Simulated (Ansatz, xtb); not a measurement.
# C4H4S3: 4 structures ranked

4 gas-phase structures of C4H4S3, from a drawn sample of its isomers (lower ones may exist). Each was relaxed with GFN2-xTB:

A. `Sc1csc(S)c1`, a singlet
B. `Sc1ccsc1S`, a singlet
C. `CC1=CSC(=S)S1`, a singlet
D. `Sc1ccc(S)s1`, a singlet

Which do you expect lowest at r2SCAN-D4/def2-SVP, and how would the others follow?

Calculated order at r2SCAN-D4/def2-SVP: C (0.0), B (5.5), A (9.2), D (9.9) kcal/mol. Less than 1 kcal/mol parts A and D, so the order within that pair means little.

Energies above the lowest of each column, in kcal/mol; the last columns are at B3LYP/def2-SVP geometries:

| structure | GFN2-xTB | HF/STO-3G | r2SCAN-D4/def2-SVP | B3LYP/def2-SVP | CCSD(T)/def2-SVP + ΔMP2/def2-TZVPP |
| --- | --- | --- | --- | --- | --- |
| C | 0.0 | 0.0 | 0.0 | 0.0 | 0.0 |
| B | 2.1 | 8.3 | 5.5 | 3.0 | 1.2 |
| A | 1.4 | 6.0 | 9.2 | 5.1 | 3.1 |
| D | 3.1 | 7.4 | 9.9 | 4.9 | 3.3 |

Every level run on C puts it lowest or level with the lowest. Flexible structures stand in one conformer each, not always the lowest. ΔMP2 is the change of the MP2 energy from the smaller to the larger basis.

Over these structures GFN2-xTB departs from r2SCAN-D4/def2-SVP by 2.8 kcal/mol on average once a common shift is removed. A GFN2-xTB relaxation took about 0.14 s and the r2SCAN-D4/def2-SVP energy about 2.9 s on a shared host (Ansatz 0.2.0, xtb 6.7.1).
